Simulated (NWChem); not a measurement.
# CH$_{6}$F$_{2}$N$_{2}$Si; SMILES NC[Si](N)(F)F

```xyz
12

N      0.0138    -2.4105     0.1450
C      0.7438    -1.2689    -0.4531
Si     0.0222     0.4110    -0.0432
N     -1.5846     0.5503    -0.6220
F      1.0178     1.5716    -0.5659
F     -0.0733     0.6161     1.5520
H     -0.9746    -2.3359    -0.0943
H      0.0543    -2.3385     1.1610
H      1.7914    -1.3216    -0.1321
H      0.7721    -1.4104    -1.5425
H     -1.7808     0.4714    -1.6127
H     -2.2215     1.2006    -0.1763
```
Atoms are numbered in this order, from 1.

The geometry was optimised at B3LYP/6-31G* (spherical d). B3LYP is NWChem's, with the RPA form of VWN correlation.

Task: Give the principal values of the shielding tensors (ppm) of N1, C2, Si3, N4, F5 from B3LYP/6-31G* (spherical d), GIAO (NWChem), with their diamagnetic and paramagnetic parts as GIAO splits them.

Result: 
```
atom    σ11    σ22    σ33  isotropic  diamagnetic  paramagnetic
----  -----  -----  -----  ---------  -----------  ------------
N1    212.1  247.3  275.3      244.9        315.2         -70.3
C2    141.8  156.8  189.2      162.6        250.5         -87.9
Si3   405.4  428.4  473.8      435.8        880.9        -445.0
N4    215.1  245.4  270.9      243.8        321.4         -77.6
F5    256.4  293.9  389.2      313.2        472.1        -158.9
```
